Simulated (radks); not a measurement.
The numbers below are computed, except where a source is named.
Gd IV, 61 electrons, occupied as [Xe] 4f6 5d1 (not the ground configuration). Code: a radial shooting solver on a logarithmic mesh with Libxc functionals. Model: Dirac Kohn-Sham, BLYP, spin-unpolarised, spherical densities, finite nucleus; open shells fill j = l - 1/2 first; Fermi nuclear charge, rms radius 5.1569 fm.

Unscreened Slater integrals over Kohn-Sham orbitals (eV). Large and small components are both included. Empty in this configuration: 4f7/2.

integral          value
F0(5d3/2,5d3/2)  11.839
F2(5d3/2,5d3/2)  6.2309
F0(5d3/2,4f5/2)  15.019
F2(5d3/2,4f5/2)  3.9142
G1(5d3/2,4f5/2)  1.7793
G3(5d3/2,4f5/2)  1.4766
F0(5d3/2,5p3/2)  13.426
F2(5d3/2,5p3/2)  6.6790
G1(5d3/2,5p3/2)  8.0219
G3(5d3/2,5p3/2)  4.9672
F0(5d3/2,5p1/2)  13.650
G1(5d3/2,5p1/2)  7.5790
F0(5d3/2,4f7/2)  15.000
F2(5d3/2,4f7/2)  3.9521
G3(5d3/2,4f7/2)  1.5081
G5(5d3/2,4f7/2)  1.1564
F0(4f5/2,4f5/2)  31.265
F2(4f5/2,4f5/2)  14.892
F4(4f5/2,4f5/2)  9.3489
F0(4f5/2,5p3/2)  19.388
F2(4f5/2,5p3/2)  6.5866
G2(4f5/2,5p3/2)  3.2249
G4(4f5/2,5p3/2)  2.5403
F0(4f5/2,5p1/2)  20.294
G2(4f5/2,5p1/2)  3.7474
F0(4f5/2,4f7/2)  31.098
F2(4f5/2,4f7/2)  14.808
F4(4f5/2,4f7/2)  9.2949
G2(4f5/2,4f7/2)  14.774
G4(4f5/2,4f7/2)  9.2749
G6(4f5/2,4f7/2)  6.6740
F0(5p3/2,5p3/2)  16.076
F2(5p3/2,5p3/2)  8.6872
F0(5p3/2,5p1/2)  16.511
G2(5p3/2,5p1/2)  8.8312
F0(5p3/2,4f7/2)  19.350
F2(5p3/2,4f7/2)  6.6300
G2(5p3/2,4f7/2)  3.2898
G4(5p3/2,4f7/2)  2.5835
F0(5p1/2,5p1/2)  16.997
F0(5p1/2,4f7/2)  20.250
G4(5p1/2,4f7/2)  2.9570
F0(4f7/2,4f7/2)  30.933
F2(4f7/2,4f7/2)  14.726
F4(4f7/2,4f7/2)  9.2426
F6(4f7/2,4f7/2)  6.6502
